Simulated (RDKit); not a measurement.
Input file for RDKit: UFF on H8OSi2 (a complex), monomers drawn apart or pushed together.

```python
from rdkit import Chem
from rdkit.Chem import AllChem, rdDetermineBonds

blocks = [
'''3

O     0.76908816    0.68805834    0.74716409
H     1.57405291    0.16663466    0.65640225
H     0.17031394    0.35819565    0.06837880
''',
'''8

Si   -0.60410507   -1.31758746    3.39547840
Si   -0.59230419    0.93796956    4.04898138
H     0.76890762   -1.80131753    3.10465294
H    -1.43218109   -1.52177609    2.18040987
H    -1.16283298   -2.18693079    4.46322905
H     0.78897285    1.47030675    4.07646736
H    -1.15738206    1.06652458    5.41799415
H    -1.42458562    1.75432736    3.13631953
''',
]
mol = None
for b in blocks:
    f = Chem.MolFromXYZBlock(b)
    rdDetermineBonds.DetermineBonds(f, charge=0)
    mol = f if mol is None else Chem.CombineMols(mol, f)
Chem.SanitizeMol(mol)
print(Chem.MolToSmiles(Chem.RemoveHs(mol)))
ff = AllChem.UFFGetMoleculeForceField(mol, vdwThresh=100.0, ignoreInterfragInteractions=False)
e = ff.CalcEnergy()
print(f'UFF energy {e:.6f} kcal/mol')
```

It printed:

```
O.[SiH3][SiH3]
UFF energy 3.440232 kcal/mol
```

The run finished.

Cost: around 0.010 core-seconds (rough).
